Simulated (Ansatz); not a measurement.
The first iterations of a band of CH₃F₂Sb (7 atoms, charge 0, multiplicity 1).

The calculation used Ansatz, RKS PBE0-D4/def2-SVP.

- movable images: 7
- climbing image: yes
- spring: 5.0 eV/Å²
- optimiser: quadratic models (default)
- start path: IDPP
- force threshold: 0.03 eV/Å
- iteration limit: 43
- end points: relaxed

Initial state:

```xyz
7
Properties=species:S:1:pos:R:3
C -0.278 0.791 -0.216
Sb -0.354 -1.082 0.825
F 1.511 -0.985 1.332
F -0.057 -2.102 -0.792
H -1.181 0.926 -0.829
H -0.190 1.623 0.498
H 0.610 0.762 -0.864
```

Final state:

```xyz
7
Properties=species:S:1:pos:R:3
C -0.150 0.804 -0.318
Sb 0.951 -1.035 -0.167
F 0.942 -1.011 1.769
F -0.637 -2.128 -0.347
H -1.168 0.550 -0.647
H -0.189 1.245 0.689
H 0.313 1.508 -1.024
```

| iteration | highest image above the first end (eV) | largest band force component (eV/Å) |
| --- | --- | --- |
| 1 | 4.039 | 5.492 |
| 2 | 2.337 | 1.709 |

Problem. Does the band converge within its limit, and where does its top end?

Solution. The run converged. It ended after 8 iterations with the highest image 1.519 eV above the first end. A vibrational analysis at the climbing image gives one clearly imaginary mode, 181i cm⁻¹: a first-order saddle point.

Time of the run: 3.5 min on 1 thread of Arm Neoverse V2, on a shared host, peak memory 0.17 GiB.
